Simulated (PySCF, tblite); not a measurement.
Compound: C3H7FO2Si.
Cartesian coordinates in Å at the GFN2-xTB level; atoms count from 1:
```
atom  x, y, z in Å
C1    -1.8374   -0.8023   -0.0613
O2    -0.4379   -0.6023   -0.0764
C3     0.0587    0.6473    0.0897
C4    -0.5783    1.8026    0.2778
F5    -1.9292    1.9341    0.3401
O6     1.3895    0.6523    0.0479
Si7    2.2980   -0.7073   -0.1752
H8    -1.9791   -1.8707   -0.2120
H9    -2.3261   -0.2483   -0.8658
H10   -2.2700   -0.5049    0.8962
H11   -0.0567    2.7348    0.3969
H12    2.0719   -1.6597    0.9087
H13    3.5980   -0.0566   -0.1222
H14    1.9980   -1.3195   -1.4665
```

Theory: wB97X-D/def2-SVPD in PySCF (dipole) on a GFN2-xTB geometry, gas phase.

Masses are those of the commonest isotopes; rigid-rotor values at the optimised geometry. The values belong to one conformer with, in the numbering `[CH3:1][O:2]/[C:3](=[CH:4]\[F:5])[O:6][SiH3:7]`, C1–O2–C3–C4 0°, O2–C3–O6–Si7 0°.

Problem. Give the principal moments of inertia and the rotational constants in GHz.

Solution. Ia = 118.17, Ib = 381.71, Ic = 490.88 u·Å²; 505379 MHz·u·Å²/I gives 4277, 1324 and 1030 MHz, that is A = 4.2766, B = 1.3240, C = 1.0295 GHz.

Problem. What kind of rotor is it?

Solution. An asymmetric top; Ray's κ = -0.819.

Problem. Is it planar, by Δ = Ic − Ia − Ib?

Solution. Not planar: Δ = Ic − Ia − Ib = -9.01 u·Å². For a rigid frame Δ = −2 Σ m c², so Σ m c² = 4.50 u·Å² lies off the ab plane, practically all of it from hydrogen. The atom farthest from that plane is 1.20 Å away.

Problem. Give the other two planar moments, Paa and Pbb, and the rms extents of the mass along the axes.

Solution. Paa = Σ m a² = (Ib + Ic − Ia)/2 = 377.21 and Pbb = Σ m b² = (Ia + Ic − Ib)/2 = 113.67 u·Å². With the mass M = 122.02 u, the rms extents √(P/M) along a, b and c are 1.76, 0.97, 0.19 Å.

Problem. List the rotational levels J(Ka,Kc) to J = 4 (cm⁻¹).

Solution. Above 0(0,0):
J = 1: 1(0,1) 0.0785, 1(1,1) 0.1770, 1(1,0) 0.1868
J = 2: 2(0,2) 0.2348, 2(1,2) 0.3242, 2(1,1) 0.3536, 2(2,1) 0.6491, 2(2,0) 0.6498
J = 3: 3(0,3) 0.4676, 3(1,3) 0.5445, 3(1,2) 0.6034, 3(2,2) 0.8846, 3(2,1) 0.8881, 3(3,1) 1.4021, 3(3,0) 1.4021
J = 4: 4(0,4) 0.7748, 4(1,4) 0.8376, 4(1,3) 0.9356, 4(2,3) 1.1981, 4(2,2) 1.2084, 4(3,2) 1.7174, 4(3,1) 1.7176, 4(4,1) 2.4400, 4(4,0) 2.4400
Those of J = 1 are B + C, A + C and A + B.

Problem. Predict some low-J microwave lines.

Solution. The dipole components are |μa| = 0.55 D, |μb| = 1.49 D, |μc| = 0.00 D; the mirror of this Cs structure is the ab plane, so μc vanishes by symmetry and there are no c-type lines. Intensities carry the squares of the components, which stand as 0.14 : 1.00 (a : b). Some lines, for components of 0.1 D or more:

| type | branch | J(Ka,Kc) | MHz | lower level (cm⁻¹) |
| --- | --- | --- | --- | --- |
| a | Q | 5(2,3) ← 5(2,4) | 697 | 1.589 |
| a | Q | 3(1,2) ← 3(1,3) | 1766 | 0.545 |
| b | R | 5(1,4) ← 4(2,3) | 4533 | 1.198 |
| b | R | 1(1,1) ← 0(0,0) | 5306 | 0.000 |
| a | R | 3(1,3) ← 2(1,2) | 6606 | 0.324 |
| b | R | 2(1,2) ← 1(0,1) | 7365 | 0.079 |
| b | Q | 2(2,0) ← 2(1,1) | 8879 | 0.354 |
| b | R | 3(1,3) ← 2(0,2) | 9285 | 0.235 |
| a | R | 4(2,3) ← 3(2,2) | 9398 | 0.885 |
| a | R | 4(3,1) ← 3(3,0) | 9459 | 1.402 |
| b | Q | 3(2,2) ← 3(1,3) | 10196 | 0.545 |
| a | R | 5(4,2) ← 4(4,1) | 11814 | 2.440 |
| a | R | 5(1,4) ← 4(1,3) | 12402 | 0.936 |
| b | R | 2(2,1) ← 1(1,0) | 13859 | 0.187 |
| b | Q | 5(3,2) ← 5(2,3) | 15005 | 1.612 |
| b | Q | 5(3,3) ← 5(2,4) | 15677 | 1.589 |
| b | R | 4(2,3) ← 3(1,2) | 17828 | 0.603 |
| b | Q | 4(4,1) ← 4(3,2) | 21663 | 1.717 |
| b | R | 3(3,1) ← 2(2,0) | 22552 | 0.650 |
| b | R | 3(3,0) ← 2(2,1) | 22573 | 0.649 |
| b | R | 5(2,3) ← 4(1,4) | 23226 | 0.838 |
| b | R | 5(5,0) ← 4(4,1) | 39670 | 2.440 |

Problem. Estimate the classical rotational partition function at 100 K, 200 K and 298.15 K.

Solution. Point group Cs, symmetry number σ = 1; q = (√π/σ)·√((kT/h)³/(ABC)), k/h = 20836.6 MHz/K: 69800 at 100 K, 197000 at 200 K, 359000 at 298.15 K.

Its GFN2-xTB frequencies are all real (lowest 67 cm⁻¹). Zero-point vibration and centrifugal distortion are left out. A rigid rotor knows nothing of internal rotation, which can split or shift real lines.
